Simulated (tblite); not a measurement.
Record of a relaxation.

Compound: C₆H₄BrClOS.
Bonds: C1–C2, C2–C3 (aromatic), C3–C4 (aromatic), C4–C5, C5–O6 (double), C5–Cl7, C4–S8 (aromatic), S8–C9 (aromatic), C9–Br10, C2–C9 (aromatic). Hydrogens: H11, H12, H13 on C1; H14 on C3.

Computed with GFN2-xTB (tblite), gas phase: L-BFGS steps from a force-field or distance-geometry start until the largest atomic force falls under 0.01 eV/Å. 8 of its 41 geometries are shown.

Step 0: E = -834.2013 eV, largest atomic force 9.997 eV/Å
```
atom  x, y, z in Å  |  force x, y, z in eV/Å
C1     -1.959   -0.522   -0.673    0.385   0.619   0.656
C2     -0.773    0.217   -0.009   -6.150  -3.795  -3.472
C3      0.449   -0.236   -0.057    5.066  -3.121  -1.130
C4      1.664    0.479    0.563   -4.875  -4.793  -3.532
C5      2.672   -0.547    0.136    2.195   1.844   1.334
O6      2.732   -1.565   -0.482   -1.309   1.091   0.491
Cl7     4.314   -0.001    0.742   -0.321   0.145   0.069
S8      0.522    1.636    1.081    6.070   6.282   4.861
C9     -1.000    1.339    0.643   -1.754   1.693   0.746
Br10   -2.545    2.389    1.026    0.734  -0.402  -0.133
H11    -1.589   -1.054   -1.554   -0.465  -0.032   0.361
H12    -2.717    0.244   -0.941    0.441  -0.668  -0.033
H13    -2.398   -1.177    0.107    0.202   0.108  -0.785
H14     0.628   -1.204   -0.604   -0.218   1.028   0.568
```

Step 6: E = -837.9892 eV, largest atomic force 0.947 eV/Å
```
atom  x, y, z in Å  |  force x, y, z in eV/Å
C1     -2.006   -0.509   -0.670   -0.123   0.151   0.083
C2     -0.869    0.210   -0.035    0.301  -0.362  -0.156
C3      0.390   -0.366   -0.156    0.550  -0.005   0.125
C4      1.433    0.318    0.442    0.173  -0.317  -0.183
C5      2.703   -0.409    0.215   -0.108   0.430   0.302
O6      2.693   -1.430   -0.404    0.181  -0.383  -0.222
Cl7     4.289    0.082    0.790   -0.412   0.670   0.324
S8      0.800    1.774    1.214    0.505  -0.381  -0.135
C9     -0.803    1.377    0.694   -0.713  -0.455  -0.425
Br10   -2.421    2.338    1.014    0.651   0.118   0.175
H11    -1.648   -1.077   -1.536   -0.123   0.241   0.249
H12    -2.758    0.203   -0.976   -0.337  -0.025  -0.085
H13    -2.425   -1.216    0.048   -0.127   0.091  -0.079
H14     0.622   -1.294   -0.663   -0.417   0.226   0.028
```

Step 11: E = -838.3962 eV, largest atomic force 0.909 eV/Å
```
atom  x, y, z in Å  |  force x, y, z in eV/Å
C1     -2.079   -0.472   -0.657    0.022  -0.221  -0.121
C2     -0.860    0.140   -0.074   -0.011   0.333   0.197
C3      0.396   -0.447   -0.199   -0.133  -0.029  -0.076
C4      1.443    0.227    0.394   -0.212  -0.202  -0.121
C5      2.737   -0.389    0.243   -0.382  -0.193  -0.256
O6      2.820   -1.413   -0.375    0.894  -0.052   0.157
Cl7     4.119    0.398    0.951    0.003   0.099   0.078
S8      0.896    1.669    1.169   -0.283  -0.150  -0.149
C9     -0.726    1.290    0.646   -0.107   0.567   0.370
Br10   -2.161    2.396    1.087   -0.092   0.258   0.116
H11    -1.719   -1.031   -1.502   -0.104  -0.291  -0.569
H12    -2.873    0.191   -0.995    0.242   0.280   0.265
H13    -2.503   -1.201    0.024   -0.150   0.008   0.289
H14     0.509   -1.358   -0.734    0.311  -0.407  -0.180
```

Step 17: E = -838.6589 eV, largest atomic force 0.257 eV/Å
```
atom  x, y, z in Å  |  force x, y, z in eV/Å
C1     -2.123   -0.480   -0.668   -0.066   0.082   0.035
C2     -0.884    0.119   -0.092    0.070  -0.030  -0.007
C3      0.346   -0.537   -0.267   -0.004   0.011   0.007
C4      1.417    0.094    0.314    0.107   0.016  -0.009
C5      2.763   -0.401    0.237    0.148   0.119   0.116
O6      3.134   -1.393   -0.305    0.048  -0.032  -0.012
Cl7     3.929    0.656    1.077   -0.073  -0.025  -0.028
S8      0.945    1.550    1.108   -0.253   0.047   0.000
C9     -0.709    1.271    0.643    0.158  -0.092  -0.022
Br10   -2.002    2.527    1.182    0.024  -0.206  -0.134
H11    -1.838   -1.039   -1.560   -0.158   0.011   0.090
H12    -2.876    0.253   -0.933    0.032   0.201   0.023
H13    -2.577   -1.165    0.048    0.050  -0.033  -0.010
H14     0.476   -1.456   -0.806   -0.082  -0.070  -0.049
```

Step 23: E = -838.7003 eV, largest atomic force 0.269 eV/Å
```
atom  x, y, z in Å  |  force x, y, z in eV/Å
C1     -2.148   -0.455   -0.657    0.023  -0.010   0.001
C2     -0.870    0.087   -0.110   -0.002  -0.089  -0.054
C3      0.358   -0.573   -0.290   -0.052  -0.001  -0.009
C4      1.429    0.067    0.292    0.011  -0.075  -0.029
C5      2.792   -0.388    0.250    0.018   0.105   0.076
O6      3.232   -1.365   -0.267   -0.080  -0.072  -0.060
Cl7     3.879    0.723    1.111    0.062   0.082   0.061
S8      0.942    1.524    1.098    0.100  -0.146  -0.084
C9     -0.694    1.235    0.626    0.158  -0.126  -0.062
Br10   -1.980    2.476    1.145   -0.262   0.062  -0.009
H11    -1.936   -1.029   -1.559   -0.055   0.133   0.019
H12    -2.854    0.344   -0.888    0.047  -0.131   0.109
H13    -2.592   -1.148    0.062   -0.072   0.187  -0.016
H14     0.442   -1.498   -0.836    0.104   0.080   0.057
```

Step 29: E = -838.7234 eV, largest atomic force 0.109 eV/Å
```
atom  x, y, z in Å  |  force x, y, z in eV/Å
C1     -2.153   -0.440   -0.646   -0.036   0.016   0.007
C2     -0.854    0.064   -0.122   -0.008  -0.037  -0.020
C3      0.373   -0.593   -0.300    0.034  -0.017   0.000
C4      1.442    0.052    0.284   -0.030   0.035   0.030
C5      2.813   -0.379    0.261   -0.072  -0.063  -0.053
O6      3.254   -1.357   -0.257    0.040   0.028   0.025
Cl7     3.884    0.747    1.129   -0.006  -0.014  -0.006
S8      0.946    1.505    1.085    0.033   0.051   0.022
C9     -0.684    1.214    0.612   -0.006  -0.017  -0.021
Br10   -2.035    2.417    1.097    0.015  -0.006   0.006
H11    -1.999   -0.998   -1.566    0.008   0.011   0.011
H12    -2.835    0.385   -0.836   -0.045   0.028  -0.014
H13    -2.619   -1.103    0.082   -0.011  -0.011   0.009
H14     0.466   -1.516   -0.844    0.085  -0.005   0.003
```

Step 34: E = -838.7256 eV, largest atomic force 0.024 eV/Å
```
atom  x, y, z in Å  |  force x, y, z in eV/Å
C1     -2.160   -0.435   -0.644    0.001  -0.006  -0.004
C2     -0.854    0.058   -0.125   -0.003   0.006   0.001
C3      0.376   -0.597   -0.301   -0.002   0.004   0.001
C4      1.441    0.052    0.286    0.002   0.000  -0.003
C5      2.811   -0.382    0.260    0.008   0.013   0.008
O6      3.261   -1.356   -0.255   -0.017  -0.011  -0.007
Cl7     3.879    0.748    1.129    0.004   0.004   0.006
S8      0.947    1.507    1.084   -0.006  -0.001  -0.006
C9     -0.682    1.210    0.608   -0.011   0.005   0.002
Br10   -2.036    2.410    1.093    0.020  -0.005   0.004
H11    -2.006   -0.991   -1.565   -0.017  -0.013  -0.010
H12    -2.841    0.391   -0.833    0.010   0.007   0.004
H13    -2.626   -1.098    0.085   -0.003  -0.006  -0.002
H14     0.490   -1.519   -0.843    0.013   0.003   0.006
```

Step 40: E = -838.7258 eV, largest atomic force 0.007 eV/Å
```
atom  x, y, z in Å  |  force x, y, z in eV/Å
C1     -2.160   -0.436   -0.645    0.001   0.000   0.000
C2     -0.853    0.057   -0.126    0.001  -0.003  -0.001
C3      0.377   -0.596   -0.301   -0.002   0.001  -0.002
C4      1.441    0.055    0.286    0.001   0.000  -0.002
C5      2.810   -0.381    0.260   -0.001  -0.001  -0.001
O6      3.255   -1.357   -0.256    0.001   0.005   0.005
Cl7     3.882    0.746    1.129    0.003  -0.003   0.001
S8      0.946    1.510    1.083   -0.005   0.000  -0.003
C9     -0.683    1.209    0.607    0.005  -0.004  -0.002
Br10   -2.035    2.410    1.095   -0.002   0.003   0.004
H11    -2.011   -0.993   -1.566   -0.002   0.003   0.003
H12    -2.839    0.393   -0.832    0.002  -0.005   0.000
H13    -2.627   -1.099    0.084    0.000   0.003  -0.002
H14     0.497   -1.518   -0.841   -0.001   0.000   0.000
```

Question: Summarise the path.

Answer: The energy falls by 104.34 kcal/mol from step 0 to step 40; nine tenths of that is first reached at step 10. It falls at every step. The largest force goes from 9.997 to 0.007 eV/Å. Among the bonds C3–C4 changes most, from 1.540 to 1.378 Å; the atoms move by 0.460 Å rms after alignment.

Question: Follow the three bonds and two angles with the largest change from start to end.

Answer: 
```json
{"step": "0", "E above end (kcal/mol)": "104.34", "largest force (eV/Å)": "9.997", "C3–C4 (Å)": "1.540", "S8–C9 (Å)": "1.612", "C2–C3 (Å)": "1.305", "C5–C4–S8 (°)": "178.9", "C3–C4–C5 (°)": "95.6"}
{"step": "2", "E above end (kcal/mol)": "34.63", "largest force (eV/Å)": "3.738", "C3–C4 (Å)": "1.327", "S8–C9 (Å)": "1.818", "C2–C3 (Å)": "1.428", "C5–C4–S8 (°)": "153.6", "C3–C4–C5 (°)": "105.5"}
{"step": "3", "E above end (kcal/mol)": "28.15", "largest force (eV/Å)": "2.048", "C3–C4 (Å)": "1.368", "S8–C9 (Å)": "1.825", "C2–C3 (Å)": "1.385", "C5–C4–S8 (°)": "149.4", "C3–C4–C5 (°)": "107.9"}
{"step": "5", "E above end (kcal/mol)": "18.82", "largest force (eV/Å)": "1.128", "C3–C4 (Å)": "1.379", "S8–C9 (Å)": "1.737", "C2–C3 (Å)": "1.392", "C5–C4–S8 (°)": "141.7", "C3–C4–C5 (°)": "110.0"}
{"step": "7", "E above end (kcal/mol)": "14.98", "largest force (eV/Å)": "1.052", "C3–C4 (Å)": "1.374", "S8–C9 (Å)": "1.747", "C2–C3 (Å)": "1.386", "C5–C4–S8 (°)": "139.4", "C3–C4–C5 (°)": "110.4"}
{"step": "9", "E above end (kcal/mol)": "11.53", "largest force (eV/Å)": "0.918", "C3–C4 (Å)": "1.370", "S8–C9 (Å)": "1.777", "C2–C3 (Å)": "1.389", "C5–C4–S8 (°)": "136.7", "C3–C4–C5 (°)": "112.0"}
{"step": "10", "E above end (kcal/mol)": "9.51", "largest force (eV/Å)": "0.915", "C3–C4 (Å)": "1.374", "S8–C9 (Å)": "1.770", "C2–C3 (Å)": "1.390", "C5–C4–S8 (°)": "135.1", "C3–C4–C5 (°)": "113.6"}
{"step": "12", "E above end (kcal/mol)": "5.99", "largest force (eV/Å)": "0.970", "C3–C4 (Å)": "1.383", "S8–C9 (Å)": "1.719", "C2–C3 (Å)": "1.396", "C5–C4–S8 (°)": "132.1", "C3–C4–C5 (°)": "117.0"}
{"step": "14", "E above end (kcal/mol)": "3.13", "largest force (eV/Å)": "0.831", "C3–C4 (Å)": "1.380", "S8–C9 (Å)": "1.716", "C2–C3 (Å)": "1.403", "C5–C4–S8 (°)": "129.2", "C3–C4–C5 (°)": "119.7"}
{"step": "16", "E above end (kcal/mol)": "1.83", "largest force (eV/Å)": "0.321", "C3–C4 (Å)": "1.373", "S8–C9 (Å)": "1.740", "C2–C3 (Å)": "1.406", "C5–C4–S8 (°)": "126.1", "C3–C4–C5 (°)": "122.1"}
{"step": "17", "E above end (kcal/mol)": "1.54", "largest force (eV/Å)": "0.257", "C3–C4 (Å)": "1.372", "S8–C9 (Å)": "1.741", "C2–C3 (Å)": "1.405", "C5–C4–S8 (°)": "124.9", "C3–C4–C5 (°)": "123.4"}
{"step": "19", "E above end (kcal/mol)": "1.20", "largest force (eV/Å)": "0.286", "C3–C4 (Å)": "1.374", "S8–C9 (Å)": "1.729", "C2–C3 (Å)": "1.404", "C5–C4–S8 (°)": "123.4", "C3–C4–C5 (°)": "125.3"}
{"step": "21", "E above end (kcal/mol)": "0.93", "largest force (eV/Å)": "0.250", "C3–C4 (Å)": "1.376", "S8–C9 (Å)": "1.719", "C2–C3 (Å)": "1.404", "C5–C4–S8 (°)": "122.9", "C3–C4–C5 (°)": "126.0"}
{"step": "23", "E above end (kcal/mol)": "0.59", "largest force (eV/Å)": "0.269", "C3–C4 (Å)": "1.377", "S8–C9 (Å)": "1.726", "C2–C3 (Å)": "1.405", "C5–C4–S8 (°)": "123.1", "C3–C4–C5 (°)": "125.3"}
{"step": "24", "E above end (kcal/mol)": "0.42", "largest force (eV/Å)": "0.233", "C3–C4 (Å)": "1.377", "S8–C9 (Å)": "1.729", "C2–C3 (Å)": "1.405", "C5–C4–S8 (°)": "123.0", "C3–C4–C5 (°)": "125.1"}
{"step": "26", "E above end (kcal/mol)": "0.17", "largest force (eV/Å)": "0.171", "C3–C4 (Å)": "1.378", "S8–C9 (Å)": "1.727", "C2–C3 (Å)": "1.401", "C5–C4–S8 (°)": "122.5", "C3–C4–C5 (°)": "125.7"}
{"step": "28", "E above end (kcal/mol)": "0.08", "largest force (eV/Å)": "0.120", "C3–C4 (Å)": "1.379", "S8–C9 (Å)": "1.723", "C2–C3 (Å)": "1.402", "C5–C4–S8 (°)": "122.1", "C3–C4–C5 (°)": "126.3"}
{"step": "30", "E above end (kcal/mol)": "0.04", "largest force (eV/Å)": "0.106", "C3–C4 (Å)": "1.379", "S8–C9 (Å)": "1.723", "C2–C3 (Å)": "1.404", "C5–C4–S8 (°)": "122.2", "C3–C4–C5 (°)": "126.2"}
{"step": "31", "E above end (kcal/mol)": "0.02", "largest force (eV/Å)": "0.080", "C3–C4 (Å)": "1.379", "S8–C9 (Å)": "1.724", "C2–C3 (Å)": "1.405", "C5–C4–S8 (°)": "122.2", "C3–C4–C5 (°)": "126.0"}
{"step": "33", "E above end (kcal/mol)": "0.01", "largest force (eV/Å)": "0.026", "C3–C4 (Å)": "1.378", "S8–C9 (Å)": "1.724", "C2–C3 (Å)": "1.404", "C5–C4–S8 (°)": "122.3", "C3–C4–C5 (°)": "125.9"}
{"step": "35", "E above end (kcal/mol)": "0.00", "largest force (eV/Å)": "0.022", "C3–C4 (Å)": "1.378", "S8–C9 (Å)": "1.723", "C2–C3 (Å)": "1.404", "C5–C4–S8 (°)": "122.3", "C3–C4–C5 (°)": "125.9"}
{"step": "37", "E above end (kcal/mol)": "0.00", "largest force (eV/Å)": "0.019", "C3–C4 (Å)": "1.378", "S8–C9 (Å)": "1.723", "C2–C3 (Å)": "1.404", "C5–C4–S8 (°)": "122.3", "C3–C4–C5 (°)": "125.9"}
{"step": "38", "E above end (kcal/mol)": "0.00", "largest force (eV/Å)": "0.017", "C3–C4 (Å)": "1.378", "S8–C9 (Å)": "1.723", "C2–C3 (Å)": "1.404", "C5–C4–S8 (°)": "122.4", "C3–C4–C5 (°)": "125.8"}
{"step": "40", "E above end (kcal/mol)": "0.00", "largest force (eV/Å)": "0.007", "C3–C4 (Å)": "1.378", "S8–C9 (Å)": "1.724", "C2–C3 (Å)": "1.404", "C5–C4–S8 (°)": "122.4", "C3–C4–C5 (°)": "125.7"}
```
